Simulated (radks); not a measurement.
Values are calculated unless marked as measured or tabulated.
Question: Ionisation ladder of iodine, from I22+ to I43+. Each ion is in the ground configuration listed by NIST, and IE = E(next ion) - E(this ion). Code: a radial shooting solver on a logarithmic mesh with Libxc functionals. Model: scalar-relativistic Kohn-Sham, PBE, spin-unpolarised, spherical densities, point nucleus.

species      configuration  IE, Delta-SCF (eV)  -e(HOMO) (eV)  HOMO
I22+     [Ar] 3d10 4s2 4p1              673.99         657.54    4p
I23+         [Ar] 3d10 4s2              769.35         752.26    4s
I24+         [Ar] 3d10 4s1                   ?         786.91    4s
I25+             [Ar] 3d10              1403.2         1364.4    3d
I26+              [Ar] 3d9              1482.7         1443.1    3d
I27+              [Ar] 3d8                   ?         1523.4    3d
I28+              [Ar] 3d7              1646.3         1605.3    3d
I29+              [Ar] 3d6              1730.4         1688.6    3d
I30+              [Ar] 3d5              1816.0         1773.5    3d
I31+              [Ar] 3d4              1903.0         1859.8    3d
I32+              [Ar] 3d3              1991.5         1947.6    3d
I33+              [Ar] 3d2              2081.3         2036.8    3d
I34+              [Ar] 3d1              2172.6         2127.3    3d
I35+                  [Ar]              2458.0         2417.8    3p
I36+          [Ne] 3s2 3p5              2540.6         2500.1    3p
I37+          [Ne] 3s2 3p4              2623.7         2582.9    3p
I38+          [Ne] 3s2 3p3              2707.3         2666.3    3p
I39+          [Ne] 3s2 3p2              2791.3         2750.1    3p
I40+          [Ne] 3s2 3p1                   ?         2834.1    3p
I41+              [Ne] 3s2                   ?         3070.5    3s
I42+              [Ne] 3s1              3190.6         3150.7    3s
I43+                  [Ne]              7447.4         7333.7    2p

Estimate the withheld Delta-SCF values.

Answer: I24+: 804.31 eV (NIST 800.8); I27+: 1563.7 eV (NIST 1553); I40+: 2875.4 eV (NIST 2926); I41+: 3110.0 eV (NIST 3096).

Beside tabulated values, note that spin-unpolarised runs miss the spin-polarisation part of the exchange energy of open shells.
